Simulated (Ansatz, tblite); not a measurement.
Forces on GeHMe2(tBu) (C₆H₁₆Ge) at its r2SCAN-D4/def2-SVP geometry. The state is a singlet with charge 0.

The xTB rows come from tblite. Another isomer (singlet) lies 0.20 eV lower at PBE0-D4/def2-TZVP; other spin states weren't run for this one.

GFN1-xTB (tblite), largest force 0.72 eV/Å:

```xyz
23
positions Å, forces eV/Å
C     1.520   -0.125   -1.994    0.181    0.022   -0.165
C    -1.501    0.891   -1.799   -0.159    0.148   -0.128
C     0.000   -0.166    0.882    0.011    0.073   -0.068
C    -0.670   -1.524    0.642   -0.123   -0.386    0.373
C    -0.871    0.687    1.811   -0.205   -0.096    0.553
C     1.383   -0.371    1.511    0.171   -0.254    0.521
Ge    0.212    0.786   -0.854    0.232    0.681    0.002
H     0.716    2.220   -0.553   -0.217   -0.618   -0.142
H     1.604    0.392   -2.963    0.055   -0.211    0.195
H     1.210   -1.164   -2.186    0.129    0.256    0.014
H     2.516   -0.139   -1.526   -0.216   -0.070   -0.226
H    -2.271    1.378   -1.181    0.119   -0.156   -0.260
H    -1.855   -0.116   -2.069    0.039    0.278    0.036
H    -1.388    1.474   -2.727   -0.141   -0.166    0.189
H    -0.779   -2.075    1.596    0.045    0.215   -0.371
H    -1.678   -1.414    0.210    0.300    0.066    0.112
H    -0.079   -2.162   -0.037   -0.103    0.264    0.167
H    -1.875    0.862    1.389    0.333   -0.095    0.036
H    -0.413    1.671    2.011   -0.055   -0.290   -0.133
H    -1.008    0.181    2.786    0.062    0.188   -0.352
H     1.907    0.587    1.672   -0.228   -0.222   -0.113
H     2.029   -1.008    0.883   -0.260    0.193    0.116
H     1.291   -0.866    2.496    0.030    0.181   -0.357
```

GFN2-xTB (tblite), largest force 0.68 eV/Å:

```
C 0.483 -0.218 -0.430
C -0.567 0.143 -0.353
C -0.016 -0.090 0.276
C -0.126 -0.345 0.223
C -0.185 -0.034 0.452
C 0.188 -0.195 0.411
Ge 0.162 0.467 0.050
H -0.106 -0.300 -0.101
H 0.021 -0.273 0.374
H 0.162 0.439 0.058
H -0.394 -0.029 -0.258
H 0.282 -0.214 -0.319
H 0.121 0.440 0.092
H -0.129 -0.254 0.363
H 0.056 0.246 -0.394
H 0.427 0.076 0.173
H -0.160 0.357 0.263
H 0.452 -0.127 0.072
H -0.098 -0.425 -0.173
H 0.073 0.200 -0.408
H -0.314 -0.330 -0.139
H -0.351 0.261 0.176
H 0.020 0.205 -0.409
```

PBE-D4/def2-TZVP (Ansatz), largest force 0.30 eV/Å:

```
C 0.202 -0.128 -0.180
C -0.259 0.036 -0.146
C -0.012 -0.072 0.172
C -0.043 -0.083 -0.031
C -0.055 0.054 0.045
C 0.085 -0.006 0.029
Ge 0.005 -0.001 0.017
H 0.062 0.165 0.036
H -0.005 -0.044 0.072
H 0.025 0.073 0.014
H -0.077 -0.003 -0.035
H 0.057 -0.039 -0.046
H 0.022 0.072 0.021
H -0.013 -0.044 0.069
H 0.010 0.035 -0.048
H 0.062 -0.009 0.026
H -0.034 0.037 0.043
H 0.059 -0.013 0.028
H -0.027 -0.059 -0.015
H 0.010 0.021 -0.054
H -0.035 -0.058 -0.009
H -0.039 0.041 0.041
H -0.002 0.025 -0.053
```
